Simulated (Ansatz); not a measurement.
All values below come from PBE-D3(BJ)/def2-TZVP (Ansatz, a program for electronic structure). No frequencies were computed at this level.

Ansatz 0.2 input:
```yaml
crystal:
  periodic: [false, false, false]
  atoms:
    - { symbol: Cl, position_ang: [1.940098, -0.039785, 0.022036] }
    - { symbol: Ga, position_ang: [-0.111811, 0.002301, 0.281125] }
    - { symbol: H, position_ang: [-0.997977, -1.235708, -0.077836] }
    - { symbol: H, position_ang: [-0.830306, 1.273193, 0.842654] }
basis:
  gaussian: { orbitals: def2-tzvp }
hamiltonian:
  xc: pbe
  dispersion: d3bj
relax:
  max_steps: 150
```

Output:

```
Functional definition: PBE
712 factors; their error is unknown
mean field evaluation 1: about -64919.6024 eV, gradient 3.7e1 eV
mean field evaluation 2: about -64918.1408 eV, gradient 5.8e1 eV
mean field evaluation 4: about -64921.3602 eV, gradient 1.8e0 eV
mean field evaluation 8: about -64921.3548 eV, gradient 3.4e-2 eV
mean field -64921.35476647 eV, -2385.8157823931 hartree, gradient 5.9e-5 eV, S^2 0.000000; 0 other end points of the search recorded, 0 dependent functions left out
reference -64921.35480079 eV, -2385.8157836543 hartree; 25, 25 occupied and 72, 72 virtual orbitals, 712 factors
relax step   1: F+E_penalty+E_count = -64921.40715962 eV  Δ(F+E_penalty+E_count) = +0.000e0 eV  max|allowed force component| = 1.805e0 eV/Å  Δτ_max = 0.0000 Å  (22 SCF iters, accepted)
these checks for a lower state are left out or cut short: starts, cluster_reference, orbital_swaps, neighbouring_geometries, increment
712 factors; their error is unknown
mean field evaluation 16: about -64921.4623 eV, gradient 6.3e-2 eV
mean field -64921.46232004 eV, -2385.8197349140 hartree, gradient 6.0e-5 eV, S^2 0.000000; 0 other end points of the search recorded, 0 dependent functions left out
reference -64921.46235431 eV, -2385.8197361732 hartree; 25, 25 occupied and 72, 72 virtual orbitals, 712 factors
relax step   2: F+E_penalty+E_count = -64921.51452768 eV  Δ(F+E_penalty+E_count) = -1.074e-1 eV  max|allowed force component| = 4.340e-1 eV/Å  Δτ_max = 0.0928 Å  (23 SCF iters, accepted)
these checks for a lower state are left out or cut short: starts, cluster_reference, orbital_swaps, neighbouring_geometries, increment
712 factors; their error is unknown
mean field -64921.46715088 eV, -2385.8199124438 hartree, gradient 4.8e-5 eV, S^2 0.000000; 0 other end points of the search recorded, 0 dependent functions left out
reference -64921.46718515 eV, -2385.8199137033 hartree; 25, 25 occupied and 72, 72 virtual orbitals, 712 factors
relax step   3: F+E_penalty+E_count = -64921.51937540 eV  Δ(F+E_penalty+E_count) = -4.848e-3 eV  max|allowed force component| = 9.522e-2 eV/Å  Δτ_max = 0.0146 Å  (24 SCF iters, accepted)
these checks for a lower state are left out or cut short: starts, cluster_reference, orbital_swaps, neighbouring_geometries, increment
712 factors; their error is unknown
mean field -64921.46743044 eV, -2385.8199227177 hartree, gradient 4.6e-5 eV, S^2 0.000000; 0 other end points of the search recorded, 0 dependent functions left out
reference -64921.46746472 eV, -2385.8199239771 hartree; 25, 25 occupied and 72, 72 virtual orbitals, 712 factors
relax step   4: F+E_penalty+E_count = -64921.51969860 eV  Δ(F+E_penalty+E_count) = -3.232e-4 eV  max|allowed force component| = 1.001e-2 eV/Å  Δτ_max = 0.0050 Å  (24 SCF iters, accepted)
these checks for a lower state are left out or cut short: starts, cluster_reference, orbital_swaps, neighbouring_geometries, increment
712 factors; their error is unknown
mean field evaluation 32: about -64921.4675 eV, gradient 1.5e-5 eV
mean field -64921.46745128 eV, -2385.8199234836 hartree, gradient 1.5e-5 eV, S^2 0.000000; 0 other end points of the search recorded, 0 dependent functions left out
reference -64921.46748556 eV, -2385.8199247431 hartree; 25, 25 occupied and 72, 72 virtual orbitals, 712 factors
relax step   5: F+E_penalty+E_count = -64921.51970508 eV  Δ(F+E_penalty+E_count) = -6.484e-6 eV  max|allowed force component| = 1.795e-3 eV/Å  Δτ_max = 0.0013 Å  (18 SCF iters, accepted)
712 factors; their error is unknown
mean field -64921.46745128 eV, -2385.8199234836 hartree, gradient 1.5e-5 eV, S^2 0.000000; 1 other end points of the search recorded, 0 dependent functions left out
reference -64921.46748556 eV, -2385.8199247431 hartree; 25, 25 occupied and 72, 72 virtual orbitals, 712 factors
Total energy: -64921.51973935 eV, -2385.8218450347 hartree
Atom 0 at     1.936773    -0.039716     0.022458 Å, force    -0.001795     0.000036     0.000228 eV/Å
Atom 1 at    -0.211060     0.004328     0.293645 Å, force     0.001075    -0.000020    -0.000143 eV/Å
Atom 2 at    -0.951794    -1.313140    -0.112331 Å, force     0.000284    -0.001154    -0.000463 eV/Å
Atom 3 at    -0.773915     1.348529     0.864207 Å, force     0.000436     0.001137     0.000378 eV/Å
Dipole moment:    -0.387901     0.007954     0.048977 e Å
```

Cost: about 12 core-seconds (a rough figure).
